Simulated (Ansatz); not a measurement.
CH7BClNSi can be A, `C[SiH2]NBCl`, or B, `BN(C)[SiH2]Cl`.

Computed with Ansatz on PBE0-D4/def2-TZVP structures; ΔE is electronic, products minus reactants. CCSD(T)/CBS is the MP2 limit (def2-TZVPP, def2-QZVPP) plus CCSD(T) − MP2 in def2-TZVPP, frozen cores. Functionals use def2-TZVPP. B3LYP here is the variant with VWN-RPA as its local correlation; programs differ in this. One conformer a species, not always the lowest.

Task: Which isomer does CCSD(T)/CBS put lower? Give the gap. (An estimate is asked.)

Result: Computed: A, by 15.6 kcal/mol.

Task: Give E(B) − E(A) in kcal/mol with B3LYP-D4, CCSD(T)/def2-TZVPP, PBE0-D4, B3LYP, ωB97M-V, HF/def2-TZVPP, r2SCAN-D4. (An estimate is asked.)

Result: Ansatz gave: B3LYP-D4 15.4, CCSD(T)/def2-TZVPP 15.9, PBE0-D4 16.6, B3LYP 16.7, ωB97M-V 16.1, HF/def2-TZVPP 15.5, r2SCAN-D4 17.3. None reverses the order clearly.

Task: Does the order hold for the free energy at 298.15 K (harmonic terms from PBE0-D4)? (Best estimate.)

Result: The calculation gave: Yes: G(B) − G(A) = +16.5 kcal/mol, for one conformer each. Modes under 60 cm⁻¹, often nearly free rotors, make the harmonic entropy too high.

Largest T1 diagnostic: 0.011.

The D4 term adds −1.2 kcal/mol with B3LYP and −0.6 kcal/mol with PBE0; it sums over pairs of atoms, weighted by their polarisabilities, and B3LYP, whose exchange is more repulsive, gets the larger term. Leaving LDA and LC-ωPBE aside and taking each functional with its dispersion term where it has one, the values, not all of them listed here, spread over 2.8 kcal/mol, from BHLYP-D4 to B97M-V.
